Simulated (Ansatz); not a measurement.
CH7BSSi can be A, `C[SiH2]BS`, or B, `CBS[SiH3]`.

Gas-phase electronic energies from Ansatz, PBE0-D4/def2-TZVP geometries. CCSD(T)/CBS adds triple-zeta CCSD(T) − MP2 to the extrapolated MP2 energy (def2 sets, frozen cores). DFT in def2-TZVPP. B3LYP here is the variant with VWN-RPA as its local correlation; programs differ in this. One conformer a species, not always the lowest.

A:

Z-matrix (Å, degrees):
```
C
Si 1 1.879
H 1 1.092 2 110.9
H 1 1.092 2 110.8 3 120.1
H 1 1.092 2 110.6 3 -119.9
B 2 2.007 1 112.3 3 60.8
H 2 1.495 1 109.7 3 -61.5
H 2 1.494 1 109.3 3 -178.5
S 6 1.763 2 123.7 1 -125.7
H 6 1.196 2 123.1 1 54.3
H 9 1.347 6 99.9 2 0.3
```

B:

Z-matrix (Å, degrees):
```
C
B 1 1.556
H 1 1.097 2 109.4
H 1 1.091 2 115.0 3 -122.7
H 1 1.097 2 109.4 3 114.7
S 2 1.793 1 120.7 3 122.6
H 2 1.200 1 120.8 3 -57.3
Si 6 2.149 2 99.2 1 -180.0
H 8 1.484 6 107.0 2 -179.8
H 8 1.483 6 110.3 2 -60.5
H 8 1.483 6 110.3 2 60.9
```

Task: Which is lower in electronic energy at CCSD(T)/CBS, and by how much? (Best estimate.)

Result: The calculation gave: B, by 69.3 kJ/mol.

Task: Give E(B) − E(A) in kJ/mol with LDA (SPW92), PBE-D4, CCSD(T)/def2-SVP, HF/def2-TZVPP, BLYP-D4, B3LYP-D4, CCSD(T)/def2-TZVPP. (Best estimate.)

Result: Computed: LDA (SPW92) -62.4, PBE-D4 -62.0, CCSD(T)/def2-SVP -65.8, HF/def2-TZVPP -79.3, BLYP-D4 -65.3, B3LYP-D4 -68.3, CCSD(T)/def2-TZVPP -66.9. None reverses the order clearly.

Task: Does the order hold for the free energy at 298.15 K (harmonic terms from PBE0-D4)? (An estimate is asked.)

Result: Computed: Yes: G(B) − G(A) = -69.5 kJ/mol, for one conformer each. Modes under 60 cm⁻¹, often nearly free rotors, make the harmonic entropy too high.

Largest T1 diagnostic: 0.014.

Leaving LDA and LC-ωPBE aside and taking each functional with its dispersion term where it has one, the values, not all of them listed here, spread over 11.3 kJ/mol, from BHLYP-D4 to PBE-D4. From BLYP to BHLYP (50 % exact exchange), in def2-TZVPP and without D4, E(B) − E(A) moves by −8.9 kJ/mol.
